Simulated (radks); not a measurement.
Problem. All-electron atom: Pt IV in [Xe] 4f14 5d7 (the NIST ground configuration). Method: Dirac Kohn-Sham, LDA (Slater exchange, Perdew-Wang correlation), spin-unpolarised, spherical densities, finite nucleus; open shells fill j = l - 1/2 first; Fermi nuclear charge, rms radius 5.427 fm; computed with a radial shooting solver on a logarithmic mesh with Libxc functionals.

Spin-orbit splittings of the eigenvalues, e(l+1/2) - e(l-1/2), with zeta = 2 splitting/(2l+1) and mean radii in bohr:

| shell | occ. | splitting (eV) | zeta (eV) | <r> j=l-1/2 | <r> j=l+1/2 |
|---|---|---|---|---|---|
| 2p | 6 | 1727 | 1151 | 0.05908 | 0.06751 |
| 3p | 6 | ? | ? | 0.1769 | 0.1924 |
| 3d | 10 | 81.88 | 32.75 | 0.1676 | 0.1724 |
| 4p | 6 | 90.64 | 60.43 | 0.4180 | 0.4521 |
| 4d | 10 | 16.86 | 6.744 | 0.4619 | 0.4732 |
| 4f | 14 | 3.461 | 0.9889 | 0.5121 | 0.5194 |
| 5p | 6 | 15.36 | 10.24 | 1.026 | 1.122 |
| 5d | 7 | 1.648 | 0.6591 | 1.466 | 1.511 |

Estimate the 3p splitting.

Solution. 379.5 eV (zeta = 253.0 eV).
